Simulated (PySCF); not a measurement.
GaO (SMILES [O]=[Ga]), doublet, geometry from GFN2-xTB (such geometries of metal compounds can be far from the true shape). Base run: PBE0/def2-SVP (PySCF).

PySCF was given this input:
```python
from pyscf import gto, scf, dft

mol = gto.M(
    atom='''
Ga   -0.00000000   -0.00000000   -0.33770072
O     0.00000000    0.00000000    1.30859028
''',
    basis='def2-svp',
    spin=1,
    verbose=4,
)

mf = dft.UKS(mol)
mf.xc = 'pbe0'
mf.kernel()
```

Variants of this job, named by their change:

```tsv
change	E (Eh)	HOMO (eV)	dipole (D)	<S^2>	core-seconds (rough)
base	-1999.37866	-8.02	3.34	0.760	2
functional = tpss	-1999.72347	-6.69	3.13	0.755	3
functional = pbe	-1999.35551	-6.60	3.04	0.754	2
functional = revpbe	-1999.56174	-6.53	3.07	0.754	2
functional = scan	-1999.86241	-6.95	3.13	0.760	3
functional = b97m_v	-1999.31969	-6.91	3.14	0.757	30
functional = m06l	-1999.65162	-6.71	3.14	0.756	2
functional = wb97x_v	-1999.49999	-10.20	3.37	0.762	30
functional = blyp	-1999.79320	-6.49	2.92	0.753	1
functional = tpssh	-1999.69607	-7.25	3.24	0.757	4
functional = pw91,pw91	-1999.85286	-6.66	3.05	0.754	2
functional = mn15	-1999.91111	-8.55	3.10	0.761	3
functional = b3lyp5	-1999.61182	-7.67	3.15	0.758	2
```

Total energies compare only within one method and basis.

Open shells are given as the SCF converged; they aren't shown to be the lowest states, and a large step between rows can be another state.
